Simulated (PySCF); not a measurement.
Cl2Pb, charge +1, doublet, at a GFN2-xTB geometry (such geometries of metal compounds can be far from the true shape) (a state made from the parent by changing its charge; the spin is typed, not shown lowest) (core potentials on Pb); PySCF with PBE/def2-SV(P).

Input for PySCF:
```python
from pyscf import gto, scf, dft

mol = gto.Mole()
mol.atom = '''
    Pb    0.010156   -0.015659    0.634723
    Cl    0.889491    1.051078   -1.520427
    Cl   -0.938478   -0.975544   -1.541178
'''
mol.basis = 'def2-sv(p)'
mol.ecp = {'Pb': 'def2-sv(p)'}
mol.charge = 1
mol.spin = 1
mol.verbose = 4
mol.build()

mf = dft.UKS(mol)
mf.xc = 'pbe'
mf.kernel()
```

Question: What does PySCF print? Leave out banner, timings and long lists.

Answer: 
```
PySCF version 2.14.0

[INPUT] verbose = 4
[INPUT] num. atoms = 3
[INPUT] num. electrons = 55
[INPUT] charge = 1
[INPUT] spin (= nelec alpha-beta = 2S) = 1
[INPUT] symmetry False subgroup None
[INPUT] Mole.unit = angstrom
[INPUT] Symbol           X                Y                Z      unit          X                Y                Z       unit  Magmom
[INPUT]  1 Pb     0.010156000000  -0.015659000000   0.634723000000 AA    0.019192058521  -0.029591221385   1.199452634962 Bohr   0.0
[INPUT]  2 Cl     0.889491000000   1.051078000000  -1.520427000000 AA    1.680894380266   1.986249555556  -2.873190622394 Bohr   0.0
[INPUT]  3 Cl    -0.938478000000  -0.975544000000  -1.541178000000 AA   -1.773466393930  -1.843510982463  -2.912404329205 Bohr   0.0

nuclear repulsion = 210.626085654736
number of shells = 26
number of NR pGTOs = 133
number of NR cGTOs = 62
basis = def2-sv(p)
ecp = {'Pb': 'def2-sv(p)'}

******** <class 'pyscf.dft.uks.UKS'> ********
method = UKS
initial guess = minao
damping factor = 0
level_shift factor = 0
DIIS = <class 'pyscf.scf.diis.CDIIS'>
diis_start_cycle = 1
diis_space = 8
diis_damp = 0
SCF conv_tol = 1e-09
SCF conv_tol_grad = None
SCF max_cycles = 50
direct_scf = True
direct_scf_tol = 1e-13
number electrons alpha = 28  beta = 27
XC library pyscf.dft.libxc version 7.1.2
    S. Lehtola, C. Steigemann, M. J. T. Oliveira, and M. A. L. Marques,  SoftwareX 7, 1–5 (2018)
XC functionals = pbe
    J. P. Perdew, K. Burke, and M. Ernzerhof,  Phys. Rev. Lett. 77, 3865 (1996)
    J. P. Perdew, K. Burke, and M. Ernzerhof,  Phys. Rev. Lett. 78, 1396 (1997)
    J. P. Perdew, K. Burke, and M. Ernzerhof,  Phys. Rev. Lett. 77, 3865 (1996)
    J. P. Perdew, K. Burke, and M. Ernzerhof,  Phys. Rev. Lett. 78, 1396 (1997)
radial grids:
    Treutler-Ahlrichs [JCP 102, 346 (1995); DOI:10.1063/1.469408] (M4) radial grids

becke partition: Becke, JCP 88, 2547 (1988); DOI:10.1063/1.454033
pruning grids: <function nwchem_prune>
grids dens level: 3
symmetrized grids: False
atomic radii adjust function: <function treutler_atomic_radii_adjust>
small_rho_cutoff = 0
Set gradient conv threshold to 3.16228e-05
tot grids = 60992
init E= -1089.05361197926

cycle= 1 E= -1109.11661209646  delta_E= -20.1  |g|= 2.02  |ddm|= 9.66
cycle= 2 E= -1063.78039914015  delta_E= 45.3  |g|= 7.98  |ddm|= 13.5
cycle= 3 E= -1110.68619603258  delta_E= -46.9  |g|= 1.42  |ddm|= 12.1
cycle= 4 E= -1112.37158329622  delta_E= -1.69  |g|= 0.259  |ddm|= 2.52
cycle= 5 E= -1112.39616426025  delta_E= -0.0246  |g|= 0.102  |ddm|= 0.622
cycle= 6 E= -1112.40161592412  delta_E= -0.00545  |g|= 0.0281  |ddm|= 0.194
cycle= 7 E= -1112.40213548018  delta_E= -0.00052  |g|= 0.0134  |ddm|= 0.0438
cycle= 8 E= -1112.40217950049  delta_E= -4.4e-05  |g|= 0.0111  |ddm|= 0.0302
cycle= 9 E= -1112.40227456548  delta_E= -9.51e-05  |g|= 0.00163  |ddm|= 0.0161
cycle= 10 E= -1112.40227637762  delta_E= -1.81e-06  |g|= 9.98e-05  |ddm|= 0.00209
cycle= 11 E= -1112.40227638936  delta_E= -1.17e-08  |g|= 2.11e-05  |ddm|= 0.000238
cycle= 12 E= -1112.40227638968  delta_E= -3.2e-10  |g|= 1.11e-05  |ddm|= 5.5e-05
Extra cycle  E= -1112.40227638967  delta_E= 1.41e-11  |g|= 1.18e-05  |ddm|= 3.33e-05
converged SCF energy = -1112.40227638967  <S^2> = 0.7522263  2S+1 = 2.0022251
```
